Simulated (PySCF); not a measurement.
HI₂Si, SMILES [SiH](I)I (connectivity only; charge and spin as stated), charge +1, multiplicity 1.

Geometry: B3LYP-D3(BJ)/def2-SVP. The multiplicity is an assumed one; other spin states were not compared. The isomer is the one that the SMILES or the coordinates give; other isomers of the formula were not compared. The def2 effective core potentials stand for the cores of I; spin–orbit coupling is left out.

These are TDA-ωB97X/def2-SVPD (PySCF) values and carry that method's errors.

Vertical excitations.  State labels are in the subgroup C2v.

### Question
Give excitation energies, oscillator strengths and character. (The exact figures need the calculation; the answer reports its results.)

### Answer

| state | symmetry | energy (eV) | λ (nm) | f | main pairs |
|---|---|---|---|---|---|
| S1 | A2 | 3.66 | 339 | 0.000 | HOMO→LUMO 99 % |
| S2 | B1 | 3.96 | 313 | 0.000 | HOMO−2→LUMO 98 % |
| S3 | B2 | 4.35 | 285 | 0.107 | HOMO−1→LUMO 80 %, HOMO→LUMO+1 15 % |
| S4 | A2 | 4.96 | 250 | 0.000 | HOMO−1→LUMO+1 96 % |
| S5 | B2 | 5.08 | 244 | 0.110 | HOMO→LUMO+1 76 % |
| S6 | A1 | 5.27 | 235 | 0.000 | HOMO−2→LUMO+1 71 %, HOMO−3→LUMO 21 % |
| S7 | A1 | 5.43 | 228 | 0.037 | HOMO−3→LUMO 68 %, HOMO−2→LUMO+1 22 % |
| S8 | B1 | 5.90 | 210 | 0.009 | HOMO−3→LUMO+1 89 % |
| S9 | A2 | 6.07 | 204 | 0.000 | HOMO−4→LUMO 98 % |
| S10 | B1 | 6.54 | 189 | 0.000 | HOMO−5→LUMO 97 % |
| T1 | B2 | 3.42 | 363 | 0 | HOMO−1→LUMO 98 % |
| T2 | A2 | 3.49 | 355 | 0 | HOMO→LUMO 98 % |
| T3 | B1 | 3.78 | 328 | 0 | HOMO−2→LUMO 98 % |
| T4 | A1 | 4.07 | 305 | 0 | HOMO−3→LUMO 97 % |
Triplets are in the Tamm–Dancoff approximation.
